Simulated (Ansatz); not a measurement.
Compare A (`O=CC[SiH3]`) with its isomer B (`CO[Si]C`).

Program: Ansatz. Geometries: PBE0-D4/def2-TZVP. ΔE: electronic, gas phase. CBS: MP2 limit from def2 TZ/QZ plus the TZ coupled-cluster correction, frozen cores. Functionals use def2-TZVPP. B3LYP here is the variant with VWN-RPA as its local correlation; programs differ in this. Each species was taken in one conformer, which may not be the lowest.

Task: Which is lower in electronic energy at CCSD(T)/CBS, and by how much? (Estimate.)

Result: The calculation gave: B, by 7.0 kcal/mol.

Task: Give E(B) − E(A) in kcal/mol with B3LYP-D4, ωB97M-V, PBE-D4, LDA (SPW92), CCSD(T)/def2-SVP, r2SCAN-D4, HF/def2-TZVPP. (An estimate is asked.)

Result: Ansatz gave: B3LYP-D4 -7.2, ωB97M-V -8.2, PBE-D4 -6.2, LDA (SPW92) -9.0, CCSD(T)/def2-SVP 1.0, r2SCAN-D4 -4.4, HF/def2-TZVPP -2.1. The order is the other way round with CCSD(T)/def2-SVP.

Task: Does the order hold for the free energy at 298.15 K (harmonic terms from PBE0-D4)? (Estimate.)

Result: Ansatz gave: Yes: G(B) − G(A) = -3.0 kcal/mol, for one conformer each. Modes under 60 cm⁻¹, often nearly free rotors, make the harmonic entropy too high.

Largest T1 diagnostic: 0.014.

Leaving LDA and LC-ωPBE aside and taking each functional with its dispersion term where it has one, the values, not all of them listed here, spread over 4.0 kcal/mol, from ωB97M-V to ωB97X-V. LDA lies −3.0 kcal/mol from PBE without D4. At CCSD(T), def2-SVP lies +8.1 kcal/mol from the extrapolated value and def2-TZVPP +0.9 kcal/mol.
